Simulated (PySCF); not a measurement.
Computed IR spectrum (relative IR intensity) of a molecule C₅H₇F. Geometry optimised at PBE-D3(BJ)/def2-SVP. The values are those of a single conformer. Calculation: PBE-D3(BJ)/def2-SVP (PySCF). No scaling factor is applied to the harmonic values.

ν (cm⁻¹): 181 (w), 261 (w), 363 (w), 533 (w), 701 (m), 752 (m), 786 (m), 830 (m), 879 (vs), 946 (w), 971 (m), 976 (m), 1004 (vs), 1031 (vs), 1066 (vw), 1128 (m), 1176 (m), 1201 (vs), 1254 (vw), 1299 (vw), 1339 (s), 1391 (m), 1426 (s), 1670 (s), 3066 (w), 3072 (w), 3078 (m), 3084 (m), 3092 (m), 3166 (w), 3173 (m) (against the strongest line: vs over 80 %, s over 45 %, m over 15 %, w over 4 %, vw less)

Task: Which molecule gave these data?
A. C=C[C@@H]1C[C@@H]1F
B. C=C(C)C(=C)F
C. F/C=C\C1CC1
D. F[C@H]1C=CCC1

Result: A, C=C[C@@H]1C[C@@H]1F
